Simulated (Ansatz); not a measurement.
This triplet is an excited state, 1.52 eV above the relaxed singlet at the level frozen-core CCSD(T)/cc-pVTZ // PBE0-D3(BJ)/def2-TZVP (Ansatz, a program for electronic structure).

Species: CH$_{2}$OS, SMILES `O[C]S` (excited triplet; H–O–C–S torsion 71°, O–C–S–H torsion 76°) (charge 0, multiplicity 3).

### Question
Give a relaxed geometry from PBE0-D3(BJ)/def2-TZVP (Ansatz).

### Answer
This is not unique; one that fits is the end point of this relaxation, one of several conformers (outside a Z-matrix the atoms follow the SMILES, hydrogens last).
Z-matrix (Å, degrees):
```
C
O 1 1.3280
H 2 0.9689 1 111.61
S 1 1.7081 2 130.00 3 70.73
H 4 1.3581 1 99.97 2 75.52
```
